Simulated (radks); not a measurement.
The numbers below are computed, except where a source is named.
Spherical jellium clusters: N electrons in a uniform positive sphere of charge N and radius rs N^(1/3), rs = 3.15 bohr. Level of theory: non-relativistic Kohn-Sham, PBEsol, spin-polarised, spherical densities (a radial shooting solver with Libxc functionals). Levels are named by radial order and angular momentum (1s, 1p, 1d, 2s, ...), and open shells are averaged over m.

N = 39, configuration 1s2 1p6 1d10 2s2 1f14 2p(up 3, down 2). This is the lowest configuration that the search found. Occupied levels:

level,occupation,eigenvalue (eV),<r> (bohr)
1s up,1,-7.1876,6.543
1s down,1,-7.1155,6.665
1p up,3,-6.3669,7.605
1p down,3,-6.3264,7.654
1d up,5,-5.2913,8.355
1d down,5,-5.2653,8.360
2s up,1,-4.6372,6.680
2s down,1,-4.5257,6.579
1f up,7,-4.0108,8.976
1f down,7,-3.9863,8.960
2p up,3,-3.1519,7.818
2p down,2,-3.0341,7.867

Energy (eV): total -67.7263, kinetic 104.08, external -4580.4, Hartree 2259.2, exchange-correlation -175.28, background 2324.7.
